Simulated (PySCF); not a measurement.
A mixed set of molecules.

All values: wB97X-D/def2-SVPD (PySCF) at GFN2-xTB geometries, gas phase, one conformer each. Core orbitals are frozen in the response; Δα² is half the sum of the squared differences of the principal polarisabilities.

(1) Rank by mean static polarisability, lowest first.
A. `C#CC(=C)OC(C)C`
B. `c1([SiH2][SiH3])sccc1`
C. `CCCOC(C)=O`
D. `COc1nccpc1F`

(2) Rank by polarisability anisotropy Δα, highest first.
A. `[SiH3:1][SiH2:2][c:3]1[cH:4][cH:5][cH:6][s:7]1` with Si1–Si2–C3–C4 100°
B. `[CH3:1][O:2][c:3]1[n:4][cH:5][cH:6][p:7][c:8]1[F:9]` with C1–O2–C3–N4 -1°
C. `[CH:1]#[C:2][C:3](=[CH2:4])[O:5][CH:6]([CH3:7])[CH3:8]` with C2–C3–O5–C6 180°, C3–O5–C6–C7 -159°
D. `[CH3:1][CH2:2][CH2:3][O:4][C:5]([CH3:6])=[O:7]` with C1–C2–C3–O4 178°, C2–C3–O4–C5 84°, C3–O4–C5–C6 179°
E. `[CH3:1][C:2](=[O:3])[O:4][CH:5]([CH3:6])[CH3:7]` with C1–C2–O4–C5 179°, C2–O4–C5–C6 155°

Results:

(1) C (10.12 Å³), A (13.19 Å³), D (13.94 Å³), B (17.68 Å³).

(2) B (8.39 Å³), A (6.55 Å³), C (5.48 Å³), D (3.27 Å³), E (2.50 Å³).

All values together:

```
             SMILES   formula  μ (D)  HOMO (eV)  LUMO (eV)  α (Å³)  Δα (Å³)  electrons  α per electron (Å³)
        COc1nccpc1F  C5H5FNOP   2.28      -8.99      -0.48   13.94     8.39         74                0.188
     C#CC(=C)OC(C)C    C7H10O   1.36      -8.49       1.23   13.19     5.48         60                0.220
[SiH3][SiH2]c1cccs1  C4H8SSi2   0.89      -8.68       0.85   17.68     6.55         76                0.233
         CCCOC(C)=O   C5H10O2   1.91      -9.94       2.17   10.12     3.27         56                0.181
       CC(=O)OC(C)C   C5H10O2   2.07      -9.88       2.21   10.10     2.50         56                0.180
```

Conformers: `[CH3:1][O:2][c:3]1[n:4][cH:5][cH:6][p:7][c:8]1[F:9]` with C1–O2–C3–N4 -1°; `[CH:1]#[C:2][C:3](=[CH2:4])[O:5][CH:6]([CH3:7])[CH3:8]` with C2–C3–O5–C6 180°, C3–O5–C6–C7 -159°; `[SiH3:1][SiH2:2][c:3]1[cH:4][cH:5][cH:6][s:7]1` with Si1–Si2–C3–C4 100°; `[CH3:1][CH2:2][CH2:3][O:4][C:5]([CH3:6])=[O:7]` with C1–C2–C3–O4 178°, C2–C3–O4–C5 84°, C3–O4–C5–C6 179°; `[CH3:1][C:2](=[O:3])[O:4][CH:5]([CH3:6])[CH3:7]` with C1–C2–O4–C5 179°, C2–O4–C5–C6 155°.
